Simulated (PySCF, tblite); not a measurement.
Isomers of C5H9ClSi2. Method: GFN2-xTB as coded in tblite; computed harmonic values from a numerical Hessian at the method's own geometry, unscaled. The method is semi-empirical: single wavenumbers can be off by several per cent or more. Modes of hydrogen on silicon can be 10 to 20 % off. One conformer each.

Electronic energies: PBE0/pcSseg-1 single points on the GFN2-xTB geometries (PySCF, gas phase).

```
                   SMILES  electronic energy, lowest = 0 (kJ/mol)
 CC1=C[SiH2]C=C[Si@@H]1Cl                                     0.0
  [SiH3]C[Si]1(Cl)C=CC=C1                                     1.4
CC#C[Si@H]1C[Si@@H](Cl)C1                                    24.8
```

Question: How do GFN2-xTB zero-point energies change the relative energies?

Answer: 
```csv
SMILES,ZPE (kJ/mol),of it from modes above 1550 cm⁻¹,electronic (kJ/mol),"with ZPE, lowest = 0 (kJ/mol)",lowest mode (cm⁻¹),rings
CC1=C[SiH2]C=C[Si@@H]1Cl,307.6,166.5,0.0,0.0,19,1
[SiH3]C[Si]1(Cl)C=CC=C1,306.9,169.2,1.4,0.7,33,1
CC#C[Si@H]1C[Si@@H](Cl)C1,309.5,166.7,24.8,26.8,20,1
```

The zero-point energies span 2.6 kJ/mol, from `[SiH3]C[Si]1(Cl)C=CC=C1` to `CC#C[Si@H]1C[Si@@H](Cl)C1`. The order is unchanged.

Question: And how do the electronic energies of GFN2-xTB itself compare?

Answer: `CC1=C[SiH2]C=C[Si@@H]1Cl` 0.0; `[SiH3]C[Si]1(Cl)C=CC=C1` 16.3; `CC#C[Si@H]1C[Si@@H](Cl)C1` 73.0 kJ/mol, lowest = 0. Against the energies above, taken from the same isomer `CC1=C[SiH2]C=C[Si@@H]1Cl`, the largest difference is 48.2 kJ/mol.
